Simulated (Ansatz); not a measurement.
CH9AlOSi2 can be A, `[AlH2][O]C[SiH2][SiH3]`, or B, `C[SiH2][AlH][O][SiH3]`.

Gas-phase electronic energies from Ansatz, PBE0-D4/def2-TZVP geometries. CBS: MP2 limit from def2 TZ/QZ plus the TZ coupled-cluster correction, frozen cores. Functionals use def2-TZVPP. B3LYP here is the variant with VWN-RPA as its local correlation; programs differ in this. Each species was taken in one conformer, which may not be the lowest.

A:

```xyz
14

Al    3.214   -0.237   -0.641
O     1.643   -0.859   -0.709
C     0.374   -0.269   -0.843
Si   -0.577   -0.369    0.796
Si   -2.691    0.625    0.623
H     4.365   -1.288   -0.412
H     3.412    1.325   -0.820
H     0.437    0.782   -1.160
H    -0.191   -0.794   -1.623
H     0.221    0.336    1.841
H    -0.718   -1.793    1.207
H    -3.416    0.548    1.920
H    -3.508   -0.063   -0.414
H    -2.564    2.057    0.238
```

B:

```xyz
14

C    -1.5267    1.0450   -1.0057
Si   -0.0396    1.9739   -0.3208
Al    1.5345    0.5218    0.8760
O     1.2040   -1.1373    0.8881
Si    0.4962   -2.5727    0.6153
H    -2.0914    0.5691   -0.2011
H    -2.1973    1.7222   -1.5390
H    -1.2099    0.2616   -1.6973
H    -0.5048    3.0645    0.5895
H     0.6780    2.6616   -1.4378
H     2.8437    0.9782    1.6453
H    -0.0829   -3.1034    1.8781
H    -0.5987   -2.4405   -0.3868
H     1.4950   -3.5440    0.0962
```

Task: Which isomer does CCSD(T)/CBS put lower? Give the gap. (Best estimate.)

Result: The calculation gave: B, by 54.2 kcal/mol.

Task: Give E(B) − E(A) in kcal/mol with r2SCAN-D4, B3LYP-D4, B3LYP, PBE-D4, MP2/def2-TZVPP, B2PLYP, HF/def2-TZVPP. (Estimate.)

Result: Computed: r2SCAN-D4 -52.8, B3LYP-D4 -51.9, B3LYP -52.3, PBE-D4 -48.9, MP2/def2-TZVPP -55.6, B2PLYP -53.7, HF/def2-TZVPP -56.6. None reverses the order clearly.

Largest T1 diagnostic: 0.014.

In def2-TZVPP, CCSD(T) changes the Hartree–Fock value by +3.0 kcal/mol (the triples alone add +0.7 kcal/mol) and MP2 by +1.0 kcal/mol. From PBE to PBE0 (25 % exact exchange), in def2-TZVPP and without D4, E(B) − E(A) moves by −2.4 kcal/mol.
